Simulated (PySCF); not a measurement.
A survey of 19F NMR shifts

- shielding tensors at PBE0/pcSseg-1 (GIAO)
- coordinates at the GFN2-xTB level
- run in PySCF 2.14.0 with density-fitted response routines
- no solvent model, equivalent nuclei averaged, relativity neglected, a single conformation

Shieldings were converted by a linear fit to measured shifts: 19F: δ = 146.13 − 0.903σ +14.6 on sp3 carbon (rms 6.0 ppm, 223 shifts, 7.0 ppm with the 5 outliers that the fit left out vs CFCl3, solution or neat liquid). A few per cent of atoms miss by over 2 rms, more outside the fitted compound classes.

(1) Give the 19F shifts of `O=C=PC(F)(F)C(F)(F)F`, `FC[C@@H]1[SiH2]SCS[C@H]1F`.

(2) Order these by 19F shift, lowest first.
A. O=C=C(Cl)CF
B. N#C[SiH2]CCF
C. C#C[C@@H](COC)C(=O)C(F)(F)F

## Answers

(1) 
```csv
compound,environment,δ (ppm)
[O:1]=[C:2]=[P:3][C:4]([F:5])([F:6])[C:7]([F:8])([F:9])[F:10],F8/9/10: fluorine of a CF3 group (×3),-81.6
[O:1]=[C:2]=[P:3][C:4]([F:5])([F:6])[C:7]([F:8])([F:9])[F:10],F5/6: fluorine of a CF2 group (×2),-85.5
[F:1][CH2:2][C@@H:3]1[SiH2:4][S:5][CH2:6][S:7][C@H:8]1[F:9],F9: fluorine on an sp3 carbon,-159.0
[F:1][CH2:2][C@@H:3]1[SiH2:4][S:5][CH2:6][S:7][C@H:8]1[F:9],F1: fluorine on an sp3 carbon,-219.5
```

(2) B (-211.0 ppm, fluorine on an sp3 carbon), A (-189.5 ppm, fluorine on an sp3 carbon), C (-73.5 ppm, fluorine of a CF3 group).
